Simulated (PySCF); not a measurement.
C3H9Ge, SMILES C[C]([GeH3])C (connectivity only; charge and spin as stated), charge +1, multiplicity 1.

Geometry optimised at PBE0-D3(BJ)/def2-SVP. The multiplicity is an assumed one; no other spin state was optimised. The isomer is the one that the SMILES or the coordinates give; other isomers of the formula were not compared.

The numbers are results of PBE0-D3(BJ)/def2-SVP (PySCF), not measurements.

Frequencies are harmonic and unscaled.

Computed vibrational spectrum:
```csv
mode,ν (cm⁻¹),IR (km/mol),Raman (Å⁴/amu),depolarisation,moving atoms (share of kinetic energy)
1,45,0.1,0.8,0.75,H 93 %
2,171,4.5,1.4,0.74,H 97 %
3,226,2.1,0.2,0.74,"C 59 %, H 36 %"
4,237,7.1,3.2,0.69,H 93 %
5,293,0.1,0.3,0.23,"C 44 %, H 34 %, Ge 21 %"
6,327,2.3,1.4,0.67,"H 58 %, C 37 %"
7,507,29.6,1.7,0.74,"H 75 %, C 21 %"
8,533,12.1,4.5,0.17,"H 48 %, C 45 %"
9,582,26.8,8.1,0.64,"H 85 %, C 9 %"
10,652,3.6,8.5,0.26,"H 80 %, C 19 %"
11,797,85.8,27.9,0.42,H 96 %
12,832,21.8,7.7,0.75,"H 72 %, C 26 %"
13,854,23.1,26.4,0.73,H 98 %
14,890,38.9,15.7,0.75,"H 65 %, C 35 %"
15,972,0.7,6.7,0.08,"H 52 %, C 48 %"
16,994,2.5,0.8,0.70,"H 76 %, C 24 %"
17,1215,25.0,11.8,0.56,"H 53 %, C 47 %"
18,1266,48.0,13.0,0.74,"H 83 %, C 17 %"
19,1284,43.5,17.9,0.43,"H 81 %, C 19 %"
20,1318,83.3,4.0,0.73,"H 82 %, C 18 %"
21,1350,1.7,17.0,0.75,"H 81 %, C 19 %"
22,1358,64.3,10.4,0.75,"H 64 %, C 36 %"
23,1471,5.5,3.1,0.51,"H 82 %, C 18 %"
24,1489,38.6,6.6,0.75,"H 60 %, C 40 %"
25,2184,5.9,247.9,0.10,H 99 %
26,2217,15.1,160.5,0.21,H 99 %
27,2239,27.5,83.7,0.61,H 98 %
28,2929,174.0,42.2,0.64,H 95 %
29,2941,41.1,243.0,0.11,H 94 %
30,3097,2.5,183.7,0.23,H 94 %
31,3101,15.7,34.6,0.30,H 94 %
32,3187,6.8,94.5,0.74,"H 90 %, C 10 %"
33,3190,8.0,35.3,0.75,"H 90 %, C 10 %"
```
